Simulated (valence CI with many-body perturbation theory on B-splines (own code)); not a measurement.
Level structure of Ir XLVII

Computed by valence CI with perturbative core correlation (CI+MBPT): three valence electrons over a frozen Dirac-Fock core [Ar] 3d10, a basis of 11 s, 11 p, 10 d, 8 f, 5 g, 2 h functions for each j, with the one-electron correlation potential Σ1, the two-electron term Σ2, the three-electron term Σ3, Breit, model QED; selected CI, second order for the rest, scaled by the run's own slope (own B-spline code, finite nucleus).

No measured spectrum was set against this ion. As an estimate, large intervals hold to a few tenths of a per cent, small ones and those within an open d or f shell to about a per cent.

Levels 46 to 90 of 181, with energies above the lowest level, (4s^2 4p1/2) J=1/2. "Leading %" is the weight of the configuration and term that name the level; weights of strongly mixed levels are sums over their largest components and can fall short. In the jj column 3d3/2^4 stands for four electrons in 3d with j = 3/2. Lifetimes count E1, E2, E3, M1 and M2 decay at the calculated energies, and are blank where another channel may lead or the interval is too uncertain; long ones can be off by a factor of two.

```
No.  Configuration  Term     J  E (× 10³ cm⁻¹)  Leading %  Second component  Lifetime      g                Leading jj
 46            4p³   ²P°   3/2          4770.4         46      27 % 4p³ ²D°    459 fs  1.261            4p3/2^3 (88 %)
 47         4s4p4f    ⁴D   7/2          4805.2         29    29 % 4s4p4f ⁴F   5.22 ps  1.188     4s 4p1/2 4f7/2 (95 %)
 48         4s4p4f    ²D   5/2          4818.8         24    22 % 4s4p4f ²F   2.88 ps  0.999     4s 4p1/2 4f5/2 (92 %)
 49         4s4p4f    ⁴F   3/2          4828.1         53    31 % 4s4p4f ²D   2.85 ps  0.641     4s 4p1/2 4f5/2 (93 %)
 50         4s4p4f    ⁴G   9/2          4862.4         34    34 % 4s4p4f ²G   5.84 ps  1.195     4s 4p1/2 4f7/2 (96 %)
 51         4s4p4f    ²G   7/2          4871.4         28    25 % 4s4p4f ⁴D   3.52 ps  1.108     4s 4p1/2 4f7/2 (87 %)
 52         4s4p4f    ²F   5/2          4878.9         24    18 % 4s4p4f ²D   2.46 ps  1.054     4s 4p1/2 4f7/2 (81 %)
 53          4p²4d    ²F   5/2          4922.6         49     26 % 4p²4d ⁴F   1.77 ps  0.957  4p1/2 4p3/2 4d3/2 (80 %)
 54          4p²4d    ⁴D   1/2          4933.1         82     15 % 4p²4d ²P   1.44 ps  0.160  4p1/2 4p3/2 4d3/2 (99 %)
 55          4p²4d    ⁴F   3/2          4933.3         39     25 % 4p²4d ⁴D   1.28 ps  0.905  4p1/2 4p3/2 4d3/2 (95 %)
 56          4p²4d    ²G   7/2          5003.5         29     19 % 4p²4d ⁴F   1.24 ps  1.056  4p1/2 4p3/2 4d3/2 (68 %)
 57          4p²4d    ²D   3/2          5068.8         41     26 % 4p²4d ²P    492 fs  1.139  4p1/2 4p3/2 4d3/2 (93 %)
 58          4p²4d    ⁴P   1/2          5087.7         37     30 % 4p²4d ²P    521 fs  1.766  4p1/2 4p3/2 4d3/2 (95 %)
 59          4p²4d    ⁴P   5/2          5093.4         29     28 % 4p²4d ²D    522 fs  1.222  4p1/2 4p3/2 4d3/2 (72 %)
 60          4p²4d    ⁴D   7/2          5138.6         46     35 % 4p²4d ⁴F   1.32 ps  1.306  4p1/2 4p3/2 4d5/2 (96 %)
 61          4p²4d    ²G   9/2          5163.9         59     34 % 4p²4d ⁴F   2.20 ps  1.183  4p1/2 4p3/2 4d5/2 (93 %)
 62          4p²4d    ²P   3/2          5186.9         49     28 % 4p²4d ⁴P   1.16 ps  1.382  4p1/2 4p3/2 4d5/2 (94 %)
 63          4p²4d    ²D   5/2          5198.1         42     27 % 4p²4d ²F   1.29 ps  1.138  4p1/2 4p3/2 4d5/2 (92 %)
 64          4p²4d    ²F   7/2          5290.6         50     24 % 4p²4d ²G   1.01 ps  1.086  4p1/2 4p3/2 4d5/2 (82 %)
 65          4p²4d    ²D   5/2          5308.3         32     27 % 4p²4d ⁴P    681 fs  1.190  4p1/2 4p3/2 4d5/2 (81 %)
 66          4p²4d    ²D   3/2          5310.2         62     15 % 4p²4d ²P   1.11 ps  0.908  4p1/2 4p3/2 4d5/2 (93 %)
 67          4p²4d    ²P   1/2          5316.0         58     34 % 4p²4d ²S   1.12 ps  1.154  4p1/2 4p3/2 4d5/2 (94 %)
 68          4s4d²    ⁴F   3/2          5453.9         81     15 % 4s4d² ²D    406 fs  0.488         4s 4d3/2^2 (93 %)
 69          4s4d²    ⁴F   5/2          5495.7         58     19 % 4s4d² ²D    388 fs  1.069         4s 4d3/2^2 (83 %)
 70          4s4d²    ⁴P   1/2          5548.9         67     23 % 4s4d² ²S    406 fs  2.356         4s 4d3/2^2 (88 %)
 71          4s4d²    ⁴F   7/2          5623.7         63      9 % 4s4d² ²G    888 fs  1.170     4s 4d3/2 4d5/2 (72 %)
 72          4s4d²    ⁴F   5/2          5645.3         27     21 % 4s4d² ⁴P    789 fs  1.175     4s 4d3/2 4d5/2 (71 %)
 73          4s4d²    ²G   9/2          5653.6         41    21 % 4s4p4f ⁴G   1.05 ps  1.170     4s 4d3/2 4d5/2 (59 %)
 74          4s4d²    ⁴P   3/2          5671.7         63     18 % 4s4d² ²D    694 fs  1.370     4s 4d3/2 4d5/2 (87 %)
 75          4s4d²    ²G   7/2          5687.2         38     19 % 4s4d² ⁴F    915 fs  1.030     4s 4d3/2 4d5/2 (60 %)
 76          4p²4f   ²F°   5/2          5711.9         38    32 % 4p²4f ⁴G°   2.19 ps  0.844      4p1/2^2 4f5/2 (98 %)
 77          4s4d²    ⁴P   3/2          5712.0         32     19 % 4s4d² ²D    820 fs  1.188     4s 4d3/2 4d5/2 (58 %)
 78          4s4d²    ⁴P   5/2          5723.1         38     26 % 4s4d² ²F    728 fs  1.202     4s 4d3/2 4d5/2 (64 %)
 79         4s4p4f    ⁴F   7/2          5743.5         30     20 % 4s4d² ²G   1.08 ps  1.082     4s 4p3/2 4f5/2 (65 %)
 80         4s4p4f    ⁴F   9/2          5748.1         54     14 % 4s4d² ²G   3.21 ps  1.252     4s 4p3/2 4f7/2 (74 %)
 81         4s4p4f    ⁴D   1/2          5757.3         53     27 % 4s4d² ²P   1.07 ps  0.582     4s 4p3/2 4f5/2 (53 %)
 82          4s4d²    ²F   5/2          5764.2         30    24 % 4s4p4f ⁴F    823 fs  1.033     4s 4p3/2 4f5/2 (54 %)
 83         4s4p4f    ⁴D   3/2          5773.6         64    12 % 4s4p4f ⁴F   1.22 ps  1.036     4s 4p3/2 4f5/2 (67 %)
 84         4s4p4f    ²F   7/2          5773.9         24    22 % 4s4p4f ⁴F   2.91 ps  1.191     4s 4p3/2 4f7/2 (71 %)
 85         4s4p4f    ⁴G  11/2          5774.9        100                     3.05 ps  1.268    4s 4p3/2 4f7/2 (100 %)
 86         4s4p4f    ⁴D   1/2          5778.3         46     32 % 4s4d² ²P    793 fs  0.646     4s 4p3/2 4f5/2 (46 %)
 87          4p²4f   ²F°   7/2          5781.7         34    17 % 4p²4f ⁴D°   3.14 ps  1.139      4p1/2^2 4f7/2 (98 %)
 88          4s4d²    ⁴F   9/2          5803.8         58    18 % 4s4p4f ²G   1.01 ps  1.257         4s 4d5/2^2 (41 %)
 89         4s4p4f    ²F   5/2          5817.0         40    32 % 4s4p4f ⁴D   2.02 ps  1.078     4s 4p3/2 4f7/2 (88 %)
 90         4s4p4f    ²F   5/2          5856.4         51    12 % 4s4p4f ²D    897 fs  0.993     4s 4p3/2 4f5/2 (68 %)
```
